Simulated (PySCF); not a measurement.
Compound: C₂H₁₂O₂SSi₃.
SMILES: `CO[Si@@H]([SiH2]O[SiH3])SC`

Torsions of this conformer, `[CH3:1][O:2][Si@@H:3]([SiH2:4][O:5][SiH3:6])[S:7][CH3:8]`: C1–O2–Si3–Si4 -178°, O2–Si3–Si4–O5 170°, Si3–Si4–O5–Si6 -164°, O2–Si3–S7–C8 161°.

The closed-shell ground state was solved at several levels (PySCF, density fitting, gas phase, non-relativistic). Geometry: PBE0-D3(BJ)/def2-SVP, one conformer, isolated molecule.

```
            level  basis functions  total energy (Eh)  HOMO (eV)  LUMO (eV)  gap (eV)  dipole (D)
mPW1PW91/pcSseg-1              224         -1500.5929      -6.73      -0.74      5.99        1.34
    PBE0/pcSseg-1              224         -1499.8287      -6.71      -0.77      5.94        1.34
```

(1) What might wB97X-D/def2-SVPD (281 basis functions) give for the same quantities?

(2) Over all these levels, which gives the widest orbital gap and which the narrowest?

(3) How far do the dipole and the HOMO energy spread over the levels?

Results:

(1) Total energy -1500.0346 Eh, HOMO -8.50 eV, LUMO 0.90 eV, gap 9.40 eV, dipole 1.32 D.

(2) wB97X-D/def2-SVPD (range-separated hybrid) has the widest, 9.40 eV, and PBE0/pcSseg-1 (global hybrid, 25 % exact exchange) the narrowest, 5.94 eV. Functional and basis both differ between the two, so the spread mixes both effects.

(3) The dipole runs from 1.32 to 1.34 D (mean 1.33 D) and the HOMO from -8.50 to -6.71 eV.

Note: wB97X-D ran without an empirical dispersion term, which enters the total energy and its gradient alone.
